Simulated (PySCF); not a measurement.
# N²⁺: excitation energy

N²⁺ [He] 2s2 2p1 (2P) → N²⁺ [He] 2s2 3s1 (2S), as a difference of total energies. Computed with PySCF 2.14 in x2c-TZVPPall with one added diffuse shell each of s, p, d type (6s4p3d1f, 40 functions), with scalar relativity by spin-free X2C-1e. Correlated levels: valence and next inner shell: nothing frozen. The calculations carry no spin-orbit coupling.

```json
{"method": "UHF", "excitation energy (eV)": "27.635"}
{"method": "MP2 (valence and next inner shell)", "excitation energy (eV)": "27.446"}
{"method": "SCS-MP2 (valence and next inner shell)", "excitation energy (eV)": "27.416"}
{"method": "CCSD (valence and next inner shell)", "excitation energy (eV)": "27.348"}
{"method": "CCSD(T) (valence and next inner shell)", "excitation energy (eV)": "27.322"}
{"method": "CCSDT (valence and next inner shell)", "excitation energy (eV)": "27.314"}
```

Question: How much does correlation contribute at CCSD(T) (valence and next inner shell)?

Answer: 27.322 − (27.635) = -0.313 eV, measured against UHF.

A first-order spin-orbit estimate (lowest level to lowest level, LS coupling) adds 0.015 eV.

The promoted electron is Rydberg-like, and one or two diffuse shells describe it only roughly, which tends to raise the upper state.
